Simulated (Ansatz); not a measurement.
`FB(Br)Br` + NH₃ → `NB(F)Br` + HBr at 600 K and 1 bar (ligand exchange at a B–Br bond).

Program: Ansatz. Geometries: PBE0-D4/def2-TZVP. ΔE: electronic, gas phase. CCSD(T)/CBS adds triple-zeta CCSD(T) − MP2 to the extrapolated MP2 energy (def2 sets, frozen cores). This one scheme is used for every species. For Br outer-core shells are correlated without core-valence functions, which leaves a few kJ/mol of doubt a bond. Scalar relativity is left out up to krypton. Each species was taken in one conformer, which may not be the lowest.

| species | CCSD(T)/CBS energy (Eh) | H − E (kJ/mol) | S (J/(mol·K)) |
| --- | --- | --- | --- |
| `FB(Br)Br` | -5271.35159 | 56.5 | 358.6 |
| NH₃ | -56.50880 | 112.4 | 219.5 |
| `NB(F)Br` | -2753.96125 | 131.5 | 358.1 |
| HBr | -2573.91920 | 33.5 | 219.1 |

H − E and S are ideal-gas, rigid-rotor, harmonic terms from PBE0-D4/def2-TZVP, for one conformer and one mirror image of each species. 1 Eh = 2625.50 kJ/mol, R = 8.31446 J/(mol·K).

**Question.** By hand: ΔE, ΔH, ΔS and ΔG.

**Answer.** ΔE = (-2753.96125) + (-2573.91920) − (-5271.35159) − (-56.50880) = -0.02006 Eh = -52.7 kJ/mol. Δ(H − E) = 131.5 + 33.5 − 56.5 − 112.4 = -3.9, so ΔH = -56.6 kJ/mol. ΔS = 358.1 + 219.1 − 358.6 − 219.5 = -0.9 J/(mol·K). ΔG = -56.6 − 600 × (-0.9)/1000 = -56.1 kJ/mol.

**Question.** By hand: the equilibrium constant, and the temperature at which ΔG would vanish if ΔH and ΔS stayed fixed.

**Answer.** log₁₀ K = −ΔG/(RT ln 10) = 4.9. ΔG = 0 at ΔH/ΔS = 62889 K, far beyond where these terms or the molecules hold.

The number of gas molecules stays the same, so ΔS is small and ΔH decides. A doubt of 5 kJ/mol in ΔE shifts log₁₀ K by 0.4 here. Other conformers and mirror images would add mixing entropy, several J/(mol·K) or more a flexible species. These are equilibria of isolated gas molecules and say nothing of rates. Largest T1 diagnostic: 0.010 (customary marks: 0.02 for closed shells, 0.045 for open ones).
